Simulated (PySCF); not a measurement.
C$_{3}$F$_{6}$, triplet, geometry from GFN2-xTB (a higher spin typed on purpose: for a closed-shell molecule this is an excited state); CCSD(T)/STO-3G (PySCF).

PySCF was given this input:
```python
from pyscf import gto, scf, cc

mol = gto.M(
    atom='''
F     2.24180610   -0.01504848   -0.67225413
C     1.48256483    0.21210371    0.40084165
F     1.63666190    1.47421199    0.80383342
C     0.18045076   -0.40670960    0.49176153
F    -0.01977017   -1.37904404    1.38117812
C    -1.03302769   -0.07382793   -0.35157085
F    -2.07511199    0.30564498    0.39834754
F    -0.75958953    0.91672918   -1.19651435
F    -1.44398826   -1.12353778   -1.07527882
''',
    basis='sto-3g',
    spin=2,
    verbose=4,
)

mf = scf.UHF(mol)
mf.kernel()

mycc = cc.CCSD(mf, frozen=9)
mycc.kernel()
et = mycc.ccsd_t()
print('E(CCSD(T)) = %.10f' % (mycc.e_tot + et))
```

Output, abridged:

```
PySCF version 2.14.0

[INPUT] verbose = 4
[INPUT] num. atoms = 9
[INPUT] num. electrons = 72
[INPUT] charge = 0
[INPUT] spin (= nelec alpha-beta = 2S) = 2
[INPUT] symmetry False subgroup None
[INPUT] Mole.unit = angstrom
[INPUT] Symbol           X                Y                Z      unit          X                Y                Z       unit  Magmom
[...]
nuclear repulsion = 504.476269053674
number of shells = 27
number of NR pGTOs = 135
number of NR cGTOs = 45
basis = sto-3g
ecp = {}

******** <class 'pyscf.scf.uhf.UHF'> ********
method = UHF
initial guess = minao
damping factor = 0
level_shift factor = 0
DIIS = <class 'pyscf.scf.diis.CDIIS'>
diis_start_cycle = 1
diis_space = 8
diis_damp = 0
SCF conv_tol = 1e-09
SCF conv_tol_grad = None
SCF max_cycles = 50
direct_scf = True
direct_scf_tol = 1e-13
number electrons alpha = 37  beta = 35
Set gradient conv threshold to 3.16228e-05
init E= -701.812720872809

cycle= 1 E= -699.97630241341  delta_E= 1.84  |g|= 0.702  |ddm|= 3.04
cycle= 2 E= -700.313333315429  delta_E= -0.337  |g|= 0.241  |ddm|= 1.24
cycle= 3 E= -700.352095070233  delta_E= -0.0388  |g|= 0.0524  |ddm|= 0.338
cycle= 4 E= -700.356433511279  delta_E= -0.00434  |g|= 0.0152  |ddm|= 0.147
cycle= 5 E= -700.356869096177  delta_E= -0.000436  |g|= 0.00785  |ddm|= 0.0379
cycle= 6 E= -700.35701635413  delta_E= -0.000147  |g|= 0.00228  |ddm|= 0.0293
cycle= 7 E= -700.357027320132  delta_E= -1.1e-05  |g|= 0.000801  |ddm|= 0.00806
cycle= 8 E= -700.357028616649  delta_E= -1.3e-06  |g|= 0.000317  |ddm|= 0.00271
cycle= 9 E= -700.357028833189  delta_E= -2.17e-07  |g|= 9.96e-05  |ddm|= 0.00111
cycle= 10 E= -700.357028853237  delta_E= -2e-08  |g|= 3.41e-05  |ddm|= 0.000342
cycle= 11 E= -700.35702885549  delta_E= -2.25e-09  |g|= 1.34e-05  |ddm|= 0.00011
cycle= 12 E= -700.357028855839  delta_E= -3.49e-10  |g|= 5.1e-06  |ddm|= 4.13e-05
Extra cycle  E= -700.357028855875  delta_E= -3.52e-11  |g|= 3.19e-06  |ddm|= 8.79e-06
converged SCF energy = -700.357028855875  <S^2> = 2.0097475  2S+1 = 3.0064913

******** <class 'pyscf.cc.uccsd.UCCSD'> ********
CC2 = 0
CCSD nocc = (np.int64(28), np.int64(26)), nmo = (36, 36)
frozen orbitals 9
max_cycle = 50
direct = 0
conv_tol = 1e-07
conv_tol_normt = 1e-06
diis_space = 6
diis_start_cycle = 0
diis_start_energy_diff = 1e+09
Init t2, MP2 energy = -0.216071415689462
Init E_corr(UCCSD) = -0.216071415698367
cycle = 1  E_corr(UCCSD) = -0.249477543646941  dE = -0.0334061279  norm(t1,t2) = 0.107022
cycle = 2  E_corr(UCCSD) = -0.265272724195934  dE = -0.0157951805  norm(t1,t2) = 0.0388352
cycle = 3  E_corr(UCCSD) = -0.27187632109062  dE = -0.00660359689  norm(t1,t2) = 0.0213426
cycle = 4  E_corr(UCCSD) = -0.274025680044406  dE = -0.00214935895  norm(t1,t2) = 0.00781396
cycle = 5  E_corr(UCCSD) = -0.273684870821353  dE = 0.000340809223  norm(t1,t2) = 0.00323513
cycle = 6  E_corr(UCCSD) = -0.273696252275288  dE = -1.13814539e-05  norm(t1,t2) = 0.00079545
cycle = 7  E_corr(UCCSD) = -0.273707680502178  dE = -1.14282269e-05  norm(t1,t2) = 0.000372924
cycle = 8  E_corr(UCCSD) = -0.273700414830453  dE = 7.26567173e-06  norm(t1,t2) = 0.00013579
cycle = 9  E_corr(UCCSD) = -0.273698437461988  dE = 1.97736847e-06  norm(t1,t2) = 6.19332e-05
cycle = 10  E_corr(UCCSD) = -0.273698283414436  dE = 1.54047552e-07  norm(t1,t2) = 2.61562e-05
cycle = 11  E_corr(UCCSD) = -0.273698581911717  dE = -2.98497282e-07  norm(t1,t2) = 9.20563e-06
cycle = 12  E_corr(UCCSD) = -0.273698821902709  dE = -2.39990991e-07  norm(t1,t2) = 4.03554e-06
cycle = 13  E_corr(UCCSD) = -0.273698822130525  dE = -2.27816377e-10  norm(t1,t2) = 1.89895e-06
cycle = 14  E_corr(UCCSD) = -0.273698757425525  dE = 6.47050004e-08  norm(t1,t2) = 9.1987e-07
UCCSD converged
E(UCCSD) = -700.6307276133002  E_corr = -0.2736987574255245
UCCSD(T) correction = -0.00994668078910619
E(CCSD(T)) = -700.6406742941
```
